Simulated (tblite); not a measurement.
Compound: C₇H₇NO (charge -1 and doublet state).
SMILES with atom numbers: `[CH:1]1[CH-:2][N:3]=[CH:4][C:5]2=[C:6]1[CH2:7][O:8][CH2:9]2` (hydrogens: H10 on C1; H11 on C2; H12 on C4; H13, H14 on C7; H15, H16 on C9)

Computed values, GFN2-xTB/tblite, gas phase, harmonic and unscaled. The method is semi-empirical: single wavenumbers can be off by several per cent or more. Open shells enter through the occupations alone, without spin polarisation, and single modes of such species can be off by tens of per cent.

Harmonic wavenumbers (cm⁻¹): 58.9, 122.6, 147.8, 281.4, 356.8, 408.9, 502.3, 535.6, 548.0, 636.3, 708.8, 746.9, 759.4, 834.3, 848.7, 856.3, 941.6, 973.5, 985.8, 1004.6, 1028.9, 1100.1, 1123.2, 1162.4, 1174.5, 1235.4, 1255.9, 1280.2, 1295.7, 1350.4, 1398.6, 1491.9, 1503.8, 1506.4, 1646.4, 2607.4, 2715.8, 2774.5, 2832.6, 2924.2, 2963.0, 2984.0.

A = 3809, B = 1493, C = 1087 MHz; mass 121.053 u (most abundant isotopes); point group Cs, symmetry number 1; spin multiplicity 2.

Task: What is the zero-point energy?

Result: ½Σν̃ = 25807 cm⁻¹ = 73.78 kcal/mol.

Task: Entropy at 200 K, 1 bar (ideal gas, RRHO, classical rotation)?

Result: Translation 38.33, rotation 27.15, vibration 11.03, spin (R ln 2) 1.38: S = 77.9 cal/(mol K).

Task: And Cp and H(200 K) − H(0)?

Result: Cp = 21.67 cal/(mol K), of which vibrations give 13.72 (their classical limit is 42 R = 83.5); H(200 K) − H(0) = 2.84 kcal/mol without the zero-point energy, 1.25 from vibrations.

Task: How do the functions run with temperature in this model?

Result: 
```tsv
T (K)	S (cal/(mol K))	Cp (cal/(mol K))	H − H(0) (kcal/mol)	G − H(0) (kcal/mol)	ln q(vib)
50	57.4	10.9	0.45	-2.42	0.25
100	66.0	14.1	1.08	-5.52	0.90
298.15	88.3	31.1	5.42	-20.90	4.02
373.15	96.0	38.3	8.03	-27.81	5.36
500	108.8	48.7	13.58	-40.81	7.76
750	131.4	62.7	27.67	-70.90	12.64
1000	150.7	71.2	44.49	-106.24	17.38
```

q(vib) and H(0) count from the zero-point level.

Task: Which modes carry the vibrational entropy at 200 K?

Result: 58.9 cm⁻¹: 3.71; 122.6 cm⁻¹: 2.30; 147.8 cm⁻¹: 1.96; 281.4 cm⁻¹: 0.89; 356.8 cm⁻¹: 0.58; 408.9 cm⁻¹: 0.43 cal/(mol K); the other 36 give 1.16 together.

Task: What must be added to the electronic energy to get the Gibbs energy at 200 K and 1 bar?

Result: ZPE + [H(200 K) − H(0)] − T·S = 73.78 + 2.84 − 15.58 = 61.04 kcal/mol.

Hindered rotation and anharmonicity are outside this model.
